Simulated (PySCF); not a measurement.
PySCF 2.14 output of an unrestricted TPSS calculation on a single atom or ion in def2-TZVPPD with the def2 core potential (28 electrons) (6s4p3d2f1g, 56 functions), with a scalar-relativistic core potential:

```
SCF conv_tol = 1e-09
number electrons alpha = 11  beta = 9
    J. Tao, J. P. Perdew, V. N. Staroverov, and G. E. Scuseria.,  Phys. Rev. Lett. 91, 146401 (2003)
    J. P. Perdew, J. Tao, V. N. Staroverov, and G. E. Scuseria.,  J. Chem. Phys. 120, 6898 (2004)
    J. Tao, J. P. Perdew, V. N. Staroverov, and G. E. Scuseria.,  Phys. Rev. Lett. 91, 146401 (2003)
    J. P. Perdew, J. Tao, V. N. Staroverov, and G. E. Scuseria.,  J. Chem. Phys. 120, 6898 (2004)
cycle= 1 E= -167.562146901775  delta_E= -0.00919  |g|= 0.106  |ddm|= 0.369
cycle= 2 E= -167.559991761852  delta_E= 0.00216  |g|= 0.143  |ddm|= 0.169
cycle= 3 E= -167.564913568027  delta_E= -0.00492  |g|= 0.000848  |ddm|= 0.0901
cycle= 4 E= -167.564913831062  delta_E= -2.63e-07  |g|= 0.000278  |ddm|= 0.00125
cycle= 5 E= -167.564913857132  delta_E= -2.61e-08  |g|= 1.21e-05  |ddm|= 0.000425
cycle= 6 E= -167.5649138572  delta_E= -6.83e-11  |g|= 4.32e-06  |ddm|= 3.29e-05
converged SCF energy = -167.5649138572  <S^2> = 2.0019854  2S+1 = 3.0013233
```

The run itself started from symmetry-adapted Hartree-Fock orbitals and held the occupation by maximum overlap, on a logarithmic radial grid, so the iterations belong to that start.

Q: Which element, charge and spin multiplicity is this?

A: Cd (cadmium, neutral), multiplicity 3; the state was [Kr] 4d10 5s1 5p1, high-spin 3P determinant (an excited configuration).

Energies and moments cover only the electrons outside the core potential.
